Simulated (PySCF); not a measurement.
Species: C4H3FO2.
SMILES with atom numbers: `[O:1]=[C:2]1[CH:3]=[CH:4][C@H:5]([F:6])[O:7]1` (hydrogens: H8 on C3; H9 on C4; H10 on C5)

Level of theory: PBE/6-31G* geometry optimisation, gas phase in PySCF 2.14.0.

**Question.** What internal coordinates does the optimisation give?

**Answer.** 
```csv
bond,length (bohr),order
O1=C2,2.286,double
C2–C3,2.818,single
C3=C4,2.534,double
C4–C5,2.856,single
C5–F6,2.613,single
C5–O7,2.677,single
C2–O7,2.648,single
C3–H8,2.060,single
C4–H9,2.063,single
C5–H10,2.089,single
```

Orders are formal, as drawn. A selection of angles:
```csv
angle,degrees
O1–C2–C3,130.3
O1–C2–O7,122.3
C3–C2–O7,107.5
C2–C3–C4,108.5
C2–C3–H8,122.1
C4–C3–H8,129.4
C3–C4–C5,108.7
C3–C4–H9,128.9
C5–C4–H9,122.4
C4–C5–F6,110.5
C4–C5–O7,105.9
C4–C5–H10,114.6
F6–C5–O7,109.8
F6–C5–H10,107.6
O7–C5–H10,108.4
C2–O7–C5,109.4
```

Torsions: O1–C2–C3–C4 180° (antiperiplanar); C2–C3–C4–C5 0° (synperiplanar); C3–C4–C5–F6 118° (anticlinal); C4–C5–O7–C2 1° (synperiplanar); O1–C2–O7–C5 180° (antiperiplanar).

The 3 C–C bonds span 1.341 Å (C3=C4, drawn double) to 1.512 Å (C4–C5, drawn single), a spread of 0.171 Å. The 3 C–O bonds span 1.210 Å (O1=C2, drawn double) to 1.416 Å (C5–O7, drawn single), a spread of 0.206 Å. The 5-membered ring C2–C3–C4–C5–O7 has internal angles of 105.9° to 109.4°; it is planar, 0.00 Å rms from its mean plane, widest ring torsion 1°.

Point group: C1 (no symmetry element, even within 0.4 Å). PBE/6-31G* frequencies: not computed here.
